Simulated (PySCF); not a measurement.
Delta-SCF ions had no search for a lower state. 

Cartesian coordinates (Å):
SMILES: C=[CH][GeH3]
```xyz
9

C     -1.5450    -0.3503    -0.0042
C     -0.5305     0.4356     0.3395
Ge     1.3215     0.0658    -0.1398
H     -1.4008    -1.2580    -0.5806
H     -2.5686    -0.1221     0.2753
H     -0.7343     1.3327     0.9176
H      1.9001     1.2158    -0.9860
H      2.1885    -0.0764     1.1255
H      1.3689    -1.2431    -0.9474
```
Charge 0, multiplicity 1.

Estimate the LUMO, S1 oscillator strength, dipole moment, HOMO–LUMO gap and vertical ionisation energy (Delta-SCF) that TPSSh-D3(BJ)/def2-TZVP // B3LYP-D3(BJ)/def2-TZVP run with PySCF 2.14.0 returns for this input.


- LUMO = -0.72 eV
- S1 oscillator strength = 0.003
- dipole moment = 0.61 D
- HOMO–LUMO gap = 6.55 eV
- vertical ionisation energy (Delta-SCF) = 9.94 eV
